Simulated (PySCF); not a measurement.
SMILES C[CH2][Ga]([Br])[CH2]C (C4H10BrGa), GFN2-xTB optimised geometry.

```
16

Ga    -0.11    -0.02     0.00
Br    -1.03    -2.15     0.00
C     -1.50     1.52     0.00
C     -2.93     0.97     0.01
H     -1.34     2.14    -0.88
H     -1.33     2.15     0.88
H     -3.11     0.36     0.90
H     -3.12     0.35    -0.87
H     -3.65     1.79     0.01
C      1.97    -0.02     0.00
C      2.56     1.38     0.00
H      2.31    -0.58    -0.88
H      2.31    -0.58     0.88
H      2.25     1.94     0.88
H      2.25     1.94    -0.89
H      3.65     1.34     0.00
```

Density from PBE0/def2-TZVP in PySCF at that geometry.

Minimum of the electron density along straight lines between bonded atoms, close to the bond critical point (lines longer than 1.1 times the sum of covalent radii, or with two minima, are not listed):

```tsv
bond	length / Å	ρ at the minimum / e bohr⁻³	∇²ρ there / e bohr⁻⁵	position (fraction from the first atom)
Ga1–Br2	2.321	0.080	0.16	0.43
Ga1–C3	2.077	0.098	0.10	0.47
C3–C4	1.529	0.240	-0.58	0.51
C3–H5	1.096	0.272	-0.91	0.64
C3–H6	1.096	0.272	-0.91	0.64
C4–H7	1.092	0.277	-0.95	0.64
C4–H8	1.093	0.277	-0.95	0.64
C4–H9	1.090	0.278	-0.95	0.64
Ga1–C10	2.075	0.098	0.10	0.47
C10–C11	1.529	0.241	-0.58	0.50
C10–H12	1.099	0.271	-0.90	0.64
C10–H13	1.099	0.271	-0.90	0.64
C11–H14	1.091	0.277	-0.95	0.64
C11–H15	1.091	0.277	-0.95	0.64
C11–H16	1.091	0.278	-0.95	0.64
```
